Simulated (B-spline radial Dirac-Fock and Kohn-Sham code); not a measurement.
## Elastic scattering of 87 eV electrons by the free vanadium atom

The computed values come from a radial B-spline solver: relativistic (Dirac) partial waves in the static field of the Dirac-Fock atom with Furness-McCarthy exchange, without polarisation or absorption potentials. Below a few hundred eV the neglected polarisation potential matters, most of all at small angles.

Input of the calculation (task.json; shells as n, l, electrons):

```json
{"items": [{
  "Z": 23,
  "q": 0,
  "cfg": [[1, 0, 2], [2, 0, 2], [2, 1, 6], [3, 0, 2], [3, 1, 6], [3, 2, 3], [4, 0, 2]],
  "A": 51,
  "rrms": 3.6002,
  "do": "elastic",
  "energies": [[87.0, 0]],
  "theta": [5, 10, 15, 20, 25, 30, 35, 40, 45, 50, 55, 60, 65, 70, 75, 80, 85, 90, 95, 100, 105, 110, 115, 120, 125, 130, 135, 140, 145, 150, 155, 160, 165, 170, 175]
}]}
```

Command: `python xray2_run.py task.json out`

```tsv
θ (°)	dσ/dΩ (Å²/sr)	Sherman function
5	14.6	0.000
10	9.49	0.000
15	5.07	-0.001
20	2.58	-0.001
25	1.52	0.000
30	1.12	0.002
35	0.937	0.004
40	0.784	0.006
45	0.617	0.008
50	0.441	0.010
55	0.274	0.013
60	0.137	0.018
65	0.0458	0.025
70	0.00699	-0.013
75	0.0194	-0.059
80	0.0736	-0.026
85	0.154	-0.016
90	0.241	-0.011
95	0.316	-0.008
100	0.364	-0.006
105	0.376	-0.005
110	0.349	-0.004
115	0.290	-0.003
120	0.211	-0.004
125	0.130	-0.005
130	0.0657	-0.011
135	0.0331	-0.026
140	0.0444	-0.024
145	0.104	-0.013
150	0.208	-0.007
155	0.346	-0.005
160	0.500	-0.003
165	0.650	-0.002
170	0.776	-0.001
175	0.859	-0.001
```

The total elastic cross section is 6.59 Å², the first transport cross section 3.12 Å² and the second, weighted with (3/2) sin²θ, 3.24 Å². The mean deflection is ⟨1 − cos θ⟩ = 0.473, and 25 % of the collisions scatter beyond 90°.

On this grid of angles the cross section has minima near 70°, 135°, from interference among the few low partial waves with large phase shifts.
